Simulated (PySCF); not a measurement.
Al(Me)(Cl) (CH3AlCl), SMILES [CH3][Al+][Cl], charge +1.

The structure is a stationary point at B3LYP-D3(BJ)/def2-TZVP. The spin state was assumed, not searched. The isomer is the one that the SMILES or the coordinates give; other isomers of the formula were not compared.

Level of theory: M06-2X/def2-TZVPD (PySCF).

The molecule is in vacuum.

- total energy = -742.30111 hartree
- point group = C3v
- highest occupied level = -16.63 eV
- lowest empty level = -6.88 eV
- orbital gap = 9.75 eV
- dipole moment about the centre of nuclear charge = 3.88 D
- mean static polarisability = 44.3 bohr³ (6.56 Å³)
- polarisability, principal values = 34.8, 34.8, 63.2 bohr³
